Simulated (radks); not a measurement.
Results of a calculation; reference values are marked as such.
Zn3+, 27 electrons, occupied as [Ar] 3d8 4p1 (not the ground configuration). Level of theory: scalar-relativistic Kohn-Sham, PBE, spin-unpolarised, spherical densities, point nucleus (a radial shooting solver on a logarithmic mesh with Libxc functionals).

Unscreened Slater integrals over Kohn-Sham orbitals (hartree).

F0(4p,4p): 0.40322
F2(4p,4p): 0.21504
F0(4p,3d): 0.51631
F2(4p,3d): 0.11937
G1(4p,3d): 0.045756
G3(4p,3d): 0.040776
F0(4p,3p): 0.52184
F2(4p,3p): 0.10678
G0(4p,3p): 0.027648
G2(4p,3p): 0.032051
F0(4p,3s): 0.52334
G1(4p,3s): 0.031295
F0(3d,3d): 1.1813
F2(3d,3d): 0.55460
F4(3d,3d): 0.34663
F0(3d,3p): 1.2309
F2(3d,3p): 0.58674
G1(3d,3p): 0.72042
G3(3d,3p): 0.44089
F0(3d,3s): 1.2512
G2(3d,3s): 0.54913
F0(3p,3p): 1.2945
F2(3p,3p): 0.64821
F0(3p,3s): 1.3159
G1(3p,3s): 0.87137
F0(3s,3s): 1.3393

Derived for the open shells (J is the average intra-shell exchange parameter used in DFT+U). 3d: Racah B = F2/49 - 5 F4/441 = 0.007388 hartree, C = 35 F4/441 = 0.02751 hartree, C/B = 3.72, F4/F2 = 0.625, J = (F2 + F4)/14 = 0.06437 hartree. 4p: J = F2/5 = 0.04301 hartree.
